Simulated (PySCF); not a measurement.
A structure optimised at PBE-D3(BJ)/def2-SVP, used in a PySCF frequency run:

```
C
H 1 1.1125
N 1 1.4761 2 107.74
H 3 1.0297 1 108.49 2 -70.10
H 3 1.0308 4 105.01 1 116.40
C 1 1.5102 2 108.39 3 118.43
C 6 1.3422 1 125.42 2 6.47
H 7 1.1011 6 121.60 1 178.69
H 7 1.1028 8 117.08 6 179.96
H 6 1.1074 7 119.38 8 0.22
C 1 1.5153 2 108.29 3 -121.78
C 11 1.3450 1 125.25 2 5.14
H 12 1.1012 11 121.88 1 177.43
H 12 1.1034 13 117.01 11 -179.85
H 11 1.1073 12 119.63 13 -0.12
```
Charge 0, spin multiplicity 1.

**Question.** Write its SMILES and formula.

**Answer.** C=CC(N)C=C, C₅H₉N

**Question.** What are its rotational constants (standard atomic weights)?

**Answer.** 4.8541, 2.5341, 1.8709 GHz
